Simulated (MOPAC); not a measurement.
MOPAC input (PM7):

```
PM7 FORCE THERMO(298,298) PRECISE LET UHF MS=0.5 GEO-OK AUX(PRECISION=9) THREADS=1
C2H6FGe

C     1.59095373 1   -0.91961787 1   -0.33551678 1
Ge   -0.02501385 1    0.03869602 1   -0.14292959 1
C    -1.68598387 1   -0.75282411 1    0.28314580 1
F     0.00885508 1    1.44652201 1   -0.34312558 1
H     1.67036832 1   -1.68653574 1    0.43693255 1
H     2.42793707 1   -0.22186890 1   -0.23768606 1
H     1.63074301 1   -1.38073523 1   -1.32546623 1
H    -2.35732476 1    0.02167667 1    0.66571624 1
H    -1.55381115 1   -1.52242314 1    1.04566445 1
H    -2.12804299 1   -1.18944195 1   -0.61581188 1
```

From the output:

```
     H   10   0.009395   0.461136   0.460606   4.119434

          HEAT OF FORMATION =     -59.886926 KCALS/MOLE

          ZERO POINT ENERGY      41.987 KCAL/MOL

           NORMAL COORDINATE ANALYSIS (Total motion = 1 Angstrom)

   Root No.       1         2         3         4         5         6         7         8

                 1 A"      1 A'      2 A'      3 A'      2 A"      4 A'      3 A"      5 A'

                  11.1      27.5     104.6     159.7     207.5     575.8     584.9     617.8

           1   -0.0002   -0.0001    0.0003    0.0092   -0.0273   -0.0984    0.1359    0.1223
           2    0.0004   -0.0014    0.0014    0.0871    0.0649   -0.0145   -0.0030    0.0010
           3    0.0083    0.0114   -0.0745    0.0014    0.0002   -0.0003    0.0004    0.0001
           4   -0.0002   -0.0002    0.0003    0.0127   -0.0410    0.0355   -0.0395   -0.0012
           5   -0.0001    0.0003   -0.0006   -0.0241   -0.0217   -0.0672   -0.0209    0.0022
           6   -0.0000    0.0004    0.0558   -0.0006   -0.0000   -0.0004   -0.0000   -0.0002
           7    0.0002    0.0012   -0.0013   -0.0772    0.0383    0.0674    0.0740   -0.0697
           8   -0.0004   -0.0007    0.0005    0.0415   -0.0591    0.0731    0.1140   -0.1005
           9   -0.0083    0.0114   -0.0745    0.0014   -0.0002   -0.0003   -0.0004    0.0001
          10    0.0009   -0.0002   -0.0003    0.0092    0.1450   -0.1119   -0.0087   -0.0368
          11    0.0005    0.0004    0.0005   -0.0173    0.0767    0.2115   -0.0046    0.0696
          12    0.0000   -0.0203   -0.0860    0.0002    0.0000    0.0020    0.0000    0.0007
          13    0.0043    0.0013   -0.0501    0.0697    0.0254   -0.0733    0.1067    0.1116
          14   -0.1068    0.1025   -0.0013    0.1212    0.0974   -0.0121   -0.0065    0.0003
          15    0.1346   -0.1078   -0.1002   -0.0028   -0.0035   -0.0024    0.0021    0.0035
          16    0.0016    0.0022   -0.0285   -0.0658   -0.0963   -0.0886    0.1158    0.1119
          17   -0.0533    0.0505    0.0005    0.1176    0.0929   -0.0087   -0.0082   -0.0019
          18   -0.1433    0.1623   -0.1081    0.0062    0.0062    0.0008   -0.0018   -0.0002
          19   -0.0069   -0.0036    0.0802    0.0227   -0.0190   -0.0790    0.1134    0.1134
          20    0.1617   -0.1587    0.0083    0.1119    0.0876   -0.0083   -0.0088   -0.0025
          21    0.0384   -0.0144   -0.1030    0.0006   -0.0005    0.0028   -0.0029   -0.0032
          22   -0.0431   -0.0430    0.0157   -0.0602    0.0226    0.0570    0.0584   -0.0614
          23    0.0313    0.0266    0.0239    0.1206   -0.1319    0.0684    0.1003   -0.0936
          24    0.1433    0.1623   -0.1081    0.0062   -0.0062    0.0008    0.0018   -0.0002
          25   -0.0858   -0.0854    0.0293   -0.1394    0.0948    0.0513    0.0547   -0.0630
          26    0.0636    0.0566    0.0407    0.0107   -0.0338    0.0538    0.0919   -0.0921
          27   -0.1346   -0.1078   -0.1002   -0.0028    0.0035   -0.0024   -0.0021    0.0035
          28    0.1298    0.1332   -0.0520   -0.1053    0.0617    0.0514    0.0565   -0.0618
          29   -0.0967   -0.0863   -0.0616    0.0442   -0.0650    0.0606    0.0987   -0.0951
          30   -0.0384   -0.0144   -0.1030    0.0006    0.0005    0.0028    0.0029   -0.0032

   Root No.       9        10        11        12        13        14        15        16

                 4 A"      5 A"      6 A'      7 A'      6 A"      7 A"      8 A'      9 A'

                 779.5     802.9     803.4     845.8    1267.3    1270.0    1272.2    1274.0

           1   -0.0004   -0.0025   -0.0004    0.0013   -0.0062   -0.0059   -0.0034   -0.0009
           2   -0.0038    0.0344    0.0001    0.0367   -0.0213   -0.0037   -0.0149    0.0184
           3    0.0315    0.0033    0.0325   -0.0006    0.0043   -0.0223   -0.0187   -0.0142
           4    0.0003   -0.0027    0.0000    0.0028   -0.0004   -0.0003   -0.0001    0.0000
           5    0.0002   -0.0014   -0.0000   -0.0053   -0.0002   -0.0001    0.0002   -0.0001
           6    0.0000   -0.0000   -0.0066    0.0001    0.0000   -0.0000   -0.0000   -0.0000
           7   -0.0033    0.0271    0.0002   -0.0311   -0.0211   -0.0064    0.0142   -0.0147
           8    0.0018   -0.0214    0.0004    0.0196    0.0069   -0.0028   -0.0056    0.0111
           9   -0.0315   -0.0033    0.0325   -0.0006   -0.0043    0.0223   -0.0187   -0.0142
          10   -0.0001    0.0036    0.0000    0.0014   -0.0002   -0.0000    0.0001    0.0001
          11   -0.0001    0.0019   -0.0001   -0.0026   -0.0001   -0.0000   -0.0001   -0.0002
          12    0.0000    0.0000    0.0014   -0.0002    0.0000   -0.0000   -0.0001   -0.0001
          13   -0.1225   -0.1928   -0.1439   -0.1686   -0.0110   -0.0195   -0.0479    0.0157
          14    0.0017   -0.0623   -0.0063   -0.0561    0.1012   -0.1017   -0.0515   -0.1349
          15   -0.0546   -0.0090   -0.0534   -0.0039   -0.1307    0.0952    0.0155    0.1684
          16   -0.0933    0.1947   -0.0703    0.2118    0.1027    0.0146    0.0384   -0.0668
          17    0.0074   -0.0519    0.0011   -0.0505   -0.0345    0.0661    0.0547    0.0551
          18   -0.0508   -0.0021   -0.0500    0.0045    0.0434    0.2017    0.2100    0.0549
          19    0.2193   -0.0218    0.2159   -0.0416    0.0021    0.0890    0.0605    0.0535
          20    0.0124   -0.0531    0.0051   -0.0476    0.1917    0.0792    0.1729   -0.1390
          21   -0.0588   -0.0036   -0.0580    0.0033    0.0346   -0.0306   -0.0010   -0.0522
          22   -0.0464    0.0667    0.0387   -0.0774    0.0293    0.0629   -0.0668   -0.0079
          23   -0.0813    0.1901    0.0587   -0.2035    0.1043   -0.0252   -0.0009    0.0862
          24    0.0508    0.0021   -0.0500    0.0045   -0.0434   -0.2017    0.2100    0.0549
          25   -0.0675   -0.1600    0.0862    0.1413    0.0774   -0.0950    0.0696    0.1027
          26   -0.1022   -0.1243    0.1154    0.1077   -0.0660    0.0412    0.0106   -0.0888
          27    0.0546    0.0090   -0.0534   -0.0039    0.1307   -0.0952    0.0155    0.1684
          28    0.1336   -0.0562   -0.1257    0.0627    0.1596    0.1156   -0.1770    0.0848
          29    0.1743    0.0119   -0.1756    0.0075   -0.1061    0.0290    0.0473   -0.1224
          30    0.0588    0.0036   -0.0580    0.0033   -0.0346    0.0306   -0.0010   -0.0522

   Root No.      17        18        19        20        21        22        23        24

                 8 A"     10 A'      9 A"     11 A'     10 A"     12 A'     11 A"     13 A'

                1286.7    1300.8    2662.4    2663.9    2667.2    2670.0    2754.9    2760.7

           1   -0.0305    0.0330    0.0005   -0.0004   -0.0002    0.0001   -0.0110    0.0112
           2    0.0063   -0.0017   -0.0199    0.0201    0.0174   -0.0173   -0.0005    0.0003
           3    0.0033   -0.0019    0.0185   -0.0184    0.0188   -0.0190    0.0003   -0.0004
           4   -0.0012    0.0003   -0.0001   -0.0001    0.0001    0.0001   -0.0006    0.0002
           5   -0.0007   -0.0005   -0.0000    0.0001    0.0000   -0.0001   -0.0003   -0.0003
           6   -0.0000   -0.0000    0.0000   -0.0002    0.0000   -0.0002   -0.0000   -0.0000
           7   -0.0120   -0.0172   -0.0162   -0.0164    0.0143    0.0142   -0.0066   -0.0066
           8   -0.0288   -0.0282    0.0116    0.0117   -0.0100   -0.0099   -0.0088   -0.0091
           9   -0.0033   -0.0019   -0.0185   -0.0184   -0.0188   -0.0190   -0.0003   -0.0004
          10    0.0002   -0.0004   -0.0001   -0.0000    0.0000    0.0000    0.0000   -0.0001
          11    0.0001    0.0008   -0.0000    0.0000    0.0000   -0.0000    0.0000    0.0002
          12    0.0000   -0.0000    0.0000   -0.0000   -0.0000   -0.0000   -0.0000   -0.0000
          13    0.1530   -0.1487   -0.0117    0.0121    0.0880   -0.0869    0.0542   -0.0547
          14    0.0432   -0.0518    0.0140   -0.0154   -0.1658    0.1648   -0.1168    0.1178
          15    0.0513   -0.0365    0.0294   -0.0301   -0.1419    0.1409   -0.1012    0.1020
          16    0.1317   -0.1442    0.0814   -0.0816   -0.0335    0.0331    0.0510   -0.0506
          17   -0.0618    0.0602    0.2058   -0.2065   -0.0805    0.0798    0.1484   -0.1473
          18   -0.0298    0.0035   -0.0664    0.0669    0.0400   -0.0395   -0.0518    0.0515
          19    0.1306   -0.1367   -0.0755    0.0742   -0.0523    0.0531    0.0513   -0.0511
          20   -0.0489    0.0070    0.0247   -0.0245    0.0321   -0.0322   -0.0255    0.0256
          21   -0.0611    0.0571   -0.1912    0.1892   -0.1292    0.1316    0.1490   -0.1487
          22    0.0231    0.0314    0.2159    0.2166   -0.0854   -0.0846    0.1514    0.1502
          23    0.1437    0.1530   -0.0485   -0.0488    0.0176    0.0175   -0.0414   -0.0411
          24    0.0298    0.0035    0.0664    0.0669   -0.0400   -0.0395    0.0518    0.0515
          25    0.1218    0.1265    0.0050    0.0059   -0.0875   -0.0874   -0.0660   -0.0666
          26    0.1021    0.0937   -0.0176   -0.0187    0.1660    0.1646    0.1105    0.1115
          27   -0.0513   -0.0365   -0.0294   -0.0301    0.1419    0.1409    0.1012    0.1020
          28    0.0331    0.0712   -0.0221   -0.0215   -0.0029   -0.0032    0.0078    0.0076
          29    0.1355    0.1169   -0.0763   -0.0752   -0.0613   -0.0620    0.0567    0.0567
          30    0.0611    0.0571    0.1912    0.1892    0.1292    0.1316   -0.1490   -0.1487

           MASS-WEIGHTED COORDINATE ANALYSIS (NORMAL COORDINATES)

   Root No.       1         2         3         4         5         6         7         8

                 1 A"      1 A'      2 A'      3 A'      2 A"      4 A'      3 A"      5 A'

                  11.1      27.5     104.6     159.7     207.5     575.8     584.9     617.8

           1   -0.0019   -0.0012    0.0016    0.0539   -0.1021   -0.2552    0.5768    0.5696
           2    0.0036   -0.0118    0.0063    0.5120    0.2428   -0.0377   -0.0128    0.0048
           3    0.0707    0.0972   -0.3375    0.0081    0.0007   -0.0009    0.0017    0.0006
           4   -0.0050   -0.0038    0.0035    0.1838   -0.3769    0.2266   -0.4118   -0.0134
           5   -0.0027    0.0072   -0.0066   -0.3475   -0.1993   -0.4285   -0.2178    0.0253
           6   -0.0000    0.0088    0.6216   -0.0089   -0.0000   -0.0028   -0.0000   -0.0027
           7    0.0020    0.0104   -0.0061   -0.4535    0.1432    0.1748    0.3141   -0.3246
           8   -0.0036   -0.0056    0.0022    0.2436   -0.2211    0.1897    0.4840   -0.4681
           9   -0.0707    0.0972   -0.3375    0.0081   -0.0007   -0.0009   -0.0017    0.0006
          10    0.0098   -0.0025   -0.0016    0.0676    0.6817   -0.3650   -0.0465   -0.2154
          11    0.0052    0.0047    0.0030   -0.1279    0.3606    0.6901   -0.0246    0.4074
          12    0.0000   -0.2173   -0.4901    0.0014    0.0000    0.0065    0.0000    0.0044
          13    0.0106    0.0032   -0.0658    0.1186    0.0275   -0.0551    0.1312    0.1505
          14   -0.2646    0.2532   -0.0017    0.2063    0.1055   -0.0091   -0.0080    0.0003
          15    0.3335   -0.2664   -0.1315   -0.0048   -0.0038   -0.0018    0.0026    0.0047
          16    0.0041    0.0055   -0.0375   -0.1120   -0.1043   -0.0666    0.1424    0.1509
          17   -0.1320    0.1249    0.0006    0.2002    0.1006   -0.0065   -0.0101   -0.0025
          18   -0.3552    0.4010   -0.1420    0.0106    0.0067    0.0006   -0.0022   -0.0003
          19   -0.0171   -0.0090    0.1053    0.0387   -0.0205   -0.0594    0.1394    0.1530
          20    0.4008   -0.3922    0.0109    0.1905    0.0949   -0.0063   -0.0108   -0.0033
          21    0.0952   -0.0357   -0.1352    0.0010   -0.0005    0.0021   -0.0036   -0.0043
          22   -0.1068   -0.1063    0.0206   -0.1025    0.0244    0.0429    0.0718   -0.0829
          23    0.0777    0.0657    0.0313    0.2052   -0.1429    0.0514    0.1234   -0.1262
```
